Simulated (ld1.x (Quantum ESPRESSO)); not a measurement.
## An all-electron radial function and its pseudo partner (magnesium (Mg))

Columns: radius, all-electron u(r) and pseudo u(r) of the 3p shell (level -7.03 eV) of magnesium in the configuration [He] 2s2 2p6 3s1 3p0; BLYP, scalar-relativistic, PAW scheme, ld1.x (Quantum ESPRESSO) 7.5.

```json
{"r (bohr)": "0.098", "all-electron": "0.0652", "pseudo": "0.0284"}
{"r (bohr)": "0.195", "all-electron": "0.1530", "pseudo": "0.1013"}
{"r (bohr)": "0.292", "all-electron": "0.2086", "pseudo": "0.1902"}
{"r (bohr)": "0.390", "all-electron": "0.2275", "pseudo": "0.2620"}
{"r (bohr)": "0.488", "all-electron": "0.2165", "pseudo": "0.2905"}
{"r (bohr)": "0.585", "all-electron": "0.1855", "pseudo": "0.2691"}
{"r (bohr)": "0.682", "all-electron": "0.1418", "pseudo": "0.2088"}
{"r (bohr)": "0.780", "all-electron": "0.0902", "pseudo": "0.1291"}
{"r (bohr)": "0.878", "all-electron": "0.0348", "pseudo": "0.0500"}
{"r (bohr)": "0.975", "all-electron": "-0.0212", "pseudo": "-0.0181"}
{"r (bohr)": "1.072", "all-electron": "-0.0767", "pseudo": "-0.0765"}
{"r (bohr)": "1.170", "all-electron": "-0.1310", "pseudo": "-0.1310"}
{"r (bohr)": "1.268", "all-electron": "-0.1829", "pseudo": "-0.1829"}
{"r (bohr)": "1.365", "all-electron": "-0.2313", "pseudo": "-0.2313"}
{"r (bohr)": "1.463", "all-electron": "-0.2770", "pseudo": "-0.2770"}
{"r (bohr)": "1.560", "all-electron": "-0.3186", "pseudo": "-0.3186"}
{"r (bohr)": "1.658", "all-electron": "-0.3571", "pseudo": "-0.3571"}
{"r (bohr)": "1.755", "all-electron": "-0.3915", "pseudo": "-0.3915"}
{"r (bohr)": "1.852", "all-electron": "-0.4224", "pseudo": "-0.4224"}
{"r (bohr)": "1.950", "all-electron": "-0.4500", "pseudo": "-0.4500"}
{"r (bohr)": "2.047", "all-electron": "-0.4740", "pseudo": "-0.4740"}
{"r (bohr)": "2.145", "all-electron": "-0.4949", "pseudo": "-0.4949"}
{"r (bohr)": "2.242", "all-electron": "-0.5126", "pseudo": "-0.5126"}
{"r (bohr)": "2.340", "all-electron": "-0.5275", "pseudo": "-0.5275"}
{"r (bohr)": "2.438", "all-electron": "-0.5395", "pseudo": "-0.5395"}
{"r (bohr)": "2.535", "all-electron": "-0.5488", "pseudo": "-0.5488"}
```

Task: How many radial nodes do the two functions have?

Result: The all-electron 3p function has n − l − 1 = 1; the pseudo-wave has 1, since 1 lower shell of the same l stays in the valence.

Task: At about which radius was the pseudo-wave matched?

Result: 1.15 bohr, where the columns begin to agree (steps of 0.10 bohr).

Task: Is the pseudo-wave norm-conserving?

Result: No, it belongs to a PAW set: the norm inside the radius is not constrained, and the difference is carried by the augmentation charge.
